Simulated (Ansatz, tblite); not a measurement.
Forces on Si19PH30 at its PBE-D4/def2-SVP geometry. Total charge 0; doublet.

The xTB rows come from tblite. Single mean-field runs in def2-TZVP are fitted with def2-universal-jkfit. Another isomer (doublet) lies 0.50 eV lower at PBE0-D4/def2-TZVP; other spin states weren't run for this one.

GFN1-xTB (tblite), largest force 0.90 eV/Å:

```xyz
50
positions Å, forces eV/Å
P     0.685   -1.882   -0.505    0.449   -0.710   -0.313
Si   -2.738   -2.687   -0.250   -0.243   -0.123   -0.091
Si    2.788   -1.821    2.663    0.419    0.037    0.146
Si   -0.599   -3.509    2.838   -0.098   -0.443    0.280
Si    0.967    1.448   -0.555    0.426   -0.304    0.356
Si   -1.311    1.009   -1.091   -0.311   -0.266    0.284
Si   -0.466    0.151    2.489   -0.345    0.421   -0.014
Si    0.584    1.622   -4.168    0.164   -0.025   -0.612
Si   -0.526    4.536   -1.802   -0.070    0.635   -0.083
Si    2.763   -2.262    0.351    0.164   -0.006   -0.213
Si    2.175    1.025   -2.541    0.381   -0.196   -0.051
Si   -0.642   -3.464    0.484   -0.076   -0.309   -0.306
Si   -1.266    0.402   -3.376   -0.181   -0.227   -0.333
Si   -2.942   -0.341   -0.065   -0.252   -0.086    0.196
Si    1.603   -3.592    3.662    0.122   -0.260    0.249
Si    1.732    0.184    3.310    0.147    0.269    0.159
Si   -1.643   -1.543    3.599   -0.268    0.113    0.189
Si    1.090    3.793   -0.261    0.193    0.231    0.303
Si   -2.317    3.154   -1.159   -0.376    0.224    0.074
Si    0.147    3.934   -3.982    0.014    0.230   -0.277
H    -3.881   -3.346    0.484    0.350    0.170   -0.518
H    -2.880   -3.009   -1.719   -0.182    0.043    0.588
H     4.226   -1.831    3.129   -0.432    0.005   -0.140
H    -1.379   -4.733    3.260    0.242    0.358   -0.133
H     0.879   -2.650   -1.711   -0.076    0.373    0.414
H     1.572    0.743    0.629   -0.038    0.198   -0.321
H    -1.111    1.518    2.471    0.211   -0.381    0.112
H     1.004    1.276   -5.577   -0.129    0.123    0.426
H    -0.810    6.018   -1.740    0.102   -0.455   -0.036
H     3.229   -3.680    0.126   -0.083    0.679   -0.106
H     3.699   -1.334   -0.384   -0.329   -0.560    0.171
H     2.554   -0.428   -2.692    0.124    0.673    0.001
H     3.433    1.856   -2.588   -0.357   -0.552   -0.024
H    -0.342   -4.847   -0.042   -0.024    0.472    0.126
H    -1.036   -1.078   -3.562   -0.327    0.575   -0.062
H    -2.565    0.770   -4.049    0.497   -0.418    0.191
H    -4.169    0.007   -0.886    0.338   -0.032    0.451
H    -3.250    0.093    1.345   -0.182   -0.036   -0.629
H     2.243   -4.908    3.294   -0.215    0.447    0.398
H     1.593   -3.463    5.166    0.131   -0.295   -0.554
H     1.724    0.196    4.825    0.145    0.211   -0.596
H     2.491    1.397    2.836   -0.282   -0.399    0.472
H    -1.513   -1.432    5.101   -0.336   -0.051   -0.551
H    -3.106   -1.561    3.242    0.518    0.011    0.423
H     0.678    4.189    1.139    0.409   -0.035   -0.535
H     2.478    4.323   -0.522   -0.563   -0.104    0.358
H    -2.808    3.561    0.210   -0.050   -0.136   -0.652
H    -3.485    3.184   -2.112    0.305    0.078    0.593
H     1.392    4.698   -4.361   -0.597   -0.182   -0.049
H    -0.941    4.313   -4.957    0.573    0.014    0.241
```

GFN2-xTB (tblite), largest force 1.39 eV/Å:

```
P 0.598 -1.199 -0.376
Si -0.196 0.147 -0.220
Si 0.156 0.017 0.053
Si 0.046 -0.273 0.269
Si 0.409 0.311 -0.108
Si -0.550 -0.092 0.096
Si -0.047 0.189 0.607
Si 0.091 -0.034 -0.332
Si -0.044 0.347 -0.047
Si 0.361 0.126 -0.040
Si 0.261 -0.140 -0.060
Si -0.418 -0.281 -0.121
Si -0.091 -0.208 -0.342
Si -0.351 -0.171 -0.142
Si 0.153 -0.300 0.262
Si 0.005 0.261 0.117
Si -0.185 0.107 0.059
Si 0.145 0.142 0.276
Si -0.283 0.319 0.074
Si 0.013 0.196 -0.242
H 0.511 0.078 -0.372
H -0.138 0.060 0.558
H -0.460 -0.014 -0.270
H 0.246 0.411 -0.267
H -0.114 0.511 0.945
H -0.117 0.127 -0.357
H 0.204 -0.357 0.020
H -0.119 0.088 0.437
H 0.102 -0.465 0.006
H -0.272 0.538 -0.117
H -0.461 -0.468 0.148
H 0.011 0.659 0.060
H -0.380 -0.488 -0.010
H 0.103 0.465 0.041
H -0.243 0.598 0.028
H 0.529 -0.328 0.225
H 0.337 -0.043 0.373
H -0.020 -0.119 -0.528
H -0.224 0.452 0.341
H 0.090 -0.212 -0.587
H 0.125 0.140 -0.565
H -0.250 -0.413 0.383
H -0.260 -0.069 -0.543
H 0.517 0.027 0.358
H 0.364 -0.096 -0.567
H -0.589 -0.139 0.276
H 0.042 -0.176 -0.655
H 0.421 0.046 0.545
H -0.583 -0.227 0.014
H 0.555 -0.051 0.298
```

PBE-D4/def2-TZVP (Ansatz), largest force 0.26 eV/Å:

```
P 0.095 -0.244 -0.009
Si -0.055 -0.056 -0.045
Si 0.026 -0.009 0.023
Si -0.013 -0.027 0.008
Si -0.001 0.030 -0.019
Si -0.026 0.044 -0.031
Si -0.030 0.074 0.098
Si 0.008 -0.010 -0.014
Si 0.012 0.031 0.001
Si -0.014 -0.023 -0.063
Si 0.002 -0.024 -0.022
Si 0.044 0.014 -0.053
Si -0.005 -0.012 -0.021
Si -0.074 0.046 0.026
Si 0.029 -0.044 0.035
Si 0.050 0.027 0.049
Si -0.040 -0.013 0.025
Si -0.004 0.026 0.035
Si -0.021 0.013 0.007
Si -0.007 0.032 -0.045
H 0.109 0.061 -0.076
H 0.006 0.033 0.139
H -0.123 0.002 -0.037
H 0.062 0.102 -0.036
H -0.013 0.088 0.150
H -0.068 0.040 -0.069
H 0.063 -0.134 0.001
H -0.034 0.027 0.115
H 0.025 -0.121 -0.005
H -0.044 0.152 0.021
H -0.095 -0.106 0.076
H -0.025 0.150 0.019
H -0.108 -0.083 0.006
H -0.023 0.113 0.042
H -0.031 0.147 0.017
H 0.128 -0.048 0.064
H 0.117 -0.024 0.082
H 0.043 -0.046 -0.143
H -0.065 0.128 0.047
H 0.007 -0.026 -0.148
H 0.001 0.010 -0.170
H -0.081 -0.120 0.051
H -0.019 -0.003 -0.136
H 0.142 0.008 0.043
H 0.056 -0.042 -0.145
H -0.140 -0.049 0.035
H 0.037 -0.041 -0.135
H 0.107 0.001 0.098
H -0.117 -0.064 0.029
H 0.104 -0.029 0.076
```
